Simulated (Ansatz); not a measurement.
Basis-set series for `C[CH](C)[Mg][NH2]`. Total charge 0; spin multiplicity 1. All single points use the PBE0-D4/def2-TZVP geometry. It is one conformer, not always the lowest.

```
functional       basis  functions  energy (Eh)  HOMO (eV)  LUMO (eV)
   PBE0-D4    def2-SVP        119   -374.05533      -5.99      -0.53
   PBE0-D4  def2-QZVPP        561   -374.34304      -6.17      -0.76
   ωB97M-V    def2-SVP        119   -374.25049      -8.31       0.63
   ωB97M-V  def2-QZVPP        561   -374.54714      -8.37       0.22
```

(1) Give the rows for def2-TZVPP. (An estimate is asked.)

## Answers

(1) Ansatz gave: 
```csv
functional,basis,functions,energy (Eh),HOMO (eV),LUMO (eV)
PBE0-D4,def2-TZVPP,282,-374.32310,-6.14,-0.68
ωB97M-V,def2-TZVPP,282,-374.52801,-8.35,0.44
```

Positive LUMOs are unbound and depend on the basis.
